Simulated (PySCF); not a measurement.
**Electric field gradients and quadrupole coupling constants**

Species: C₅H₁₂OSi₂.
Cartesian coordinates in Å at the GFN2-xTB level; atoms count from 1:
```xyz
20
C5H12OSi2 angstrom
C     -3.1221   -0.0050   -0.3888
C     -1.7118   -0.1721    0.1191
O     -1.4366   -0.0879    1.3062
C     -0.6575   -0.3533   -0.8813
C      0.4793   -1.2158   -0.3102
Si     1.3364    0.0897    0.8140
C      3.2359    0.0896    0.6161
Si     0.1991    1.4174   -0.7449
H     -3.7699    0.3626    0.4031
H     -3.4944   -0.9697   -0.7309
H     -3.1344    0.6814   -1.2323
H     -1.0414   -0.6743   -1.8471
H      1.1329   -1.5494   -1.1171
H      0.0909   -2.1051    0.1853
H      1.0411    0.0468    2.2456
H      3.5402    0.1029   -0.4256
H      3.6762   -0.7893    1.0765
H      3.6716    0.9588    1.0975
H     -0.7970    2.4711   -0.5202
H      0.7561    1.7119   -2.0778
```

Field gradients from the PBE0/pcSseg-1 density (PySCF, non-relativistic), principal values in atomic units, ordered |Vxx| ≤ |Vyy| ≤ |Vzz|:

```csv
atom,Vxx,Vyy,Vzz
O3,0.6348,1.1672,-1.8020
```

**Question.** Find the asymmetry η = (Vxx − Vyy)/Vzz and the couplings χ = eQV/h (234.96 MHz × Q in barn × V in au), with Q(17O) = −0.0256 b.

**Answer.** 
| atom | environment | nucleus | η | χzz (MHz) | χxx (MHz) | χyy (MHz) |
| --- | --- | --- | --- | --- | --- | --- |
| O3 | ketone oxygen | 17O | 0.30 | 10.84 | -3.82 | -7.02 |

**Question.** What is Vzz at O3 in SI units (1 au = 9.71736 × 10²¹ V/m²)?

**Answer.** -1.8020 au = -17.511 × 10²¹ V/m².

**Question.** And the gradient at the other heavy atoms, for which no coupling is worked out here?

**Answer.** 
```json
{"atom": "C1", "environment": "methyl carbon next to a carbonyl", "Vzz (au)": "-0.060", "η": "0.70"}
{"atom": "C2", "environment": "ketone carbonyl carbon", "Vzz (au)": "0.585", "η": "0.13"}
{"atom": "C4", "environment": "sp3 carbon bound to silicon", "Vzz (au)": "0.061", "η": "0.72"}
{"atom": "C5", "environment": "sp3 carbon bound to silicon", "Vzz (au)": "0.126", "η": "0.45"}
{"atom": "Si6", "environment": "SiH silicon", "Vzz (au)": "0.429", "η": "0.71"}
{"atom": "C7", "environment": "Si-methyl carbon", "Vzz (au)": "-0.055", "η": "0.15"}
{"atom": "Si8", "environment": "SiH2 silicon", "Vzz (au)": "0.528", "η": "0.50"}
```

Were the hydrogens deuterons (Q(2H) = 0.00286 b), χzz would run from 106 kHz (H20) to 221 kHz (H18, H17 and H16).

The structure is a single GFN2-xTB conformer in the gas phase; no vibrational or solvent corrections. GFN2-xTB bond lengths can be off by several hundredths of an ångström, more for odd bonds, and the gradients follow them. A larger basis could move these couplings by a tenth or more.
